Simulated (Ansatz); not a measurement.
Ideal-gas functions of Cl2F2MoO, SMILES `[O]=[Mo]([F])([F])([Cl])[Cl]` at 800 K and 1 bar, from an Ansatz frequency run at PBE0-D4/def2-TZVP.

Molar mass 220.84 g/mol, point group Cs (symmetry number 1), electronic degeneracy 1, moments of inertia 278.324, 301.51, 449.999 u Å². Harmonic wavenumbers (cm⁻¹, unscaled): 66, 171, 200, 219, 279, 285, 317, 381, 431, 660, 709, 1120.

Use S(trans) = R[1.5 ln M + 2.5 ln T − 1.1517]; rotational temperatures θ = 24.2544 K / I; S(rot) = R[ln(√π/σ · √(T³/θAθBθC)) + 1.5]; for each mode x = 1.438777 ν̃/T, S = R[x/(eˣ − 1) − ln(1 − e⁻ˣ)] and H = RT x/(eˣ − 1); 1 cm⁻¹ = 0.0119627 kJ/mol; R = 8.31446 J/(mol·K).

Problem. By hand: the entropy, in J/(mol·K).

Solution. Translation 196.7. Rotation: θ = 0.0871, 0.0804, 0.0539 K, giving 133.4. Vibration, mode by mode: 26.04, 18.15, 16.86, 16.11, 14.13, 13.96, 13.10, 11.62, 10.64, 7.36, 6.84, 3.77, in all 158.6. Electronic 0.0. Sum 488.7 J/(mol·K).

Problem. By hand: H − E and G − E in kJ/mol, counted from the electronic energy.

Solution. Zero-point energy ½ × 4838 × 0.0119627 = 28.9; thermal vibration 55.9; translation, rotation and pV give 4 RT = 26.6. H − E = 111.4 kJ/mol, and G − E = 111.4 − 800 × 488.7/1000 = -279.6 kJ/mol.

Vibration gives 32 % of the entropy, 26.0 J/(mol·K) of it from the mode under 150 cm⁻¹: soft modes count most, and the harmonic formula is weakest for them.
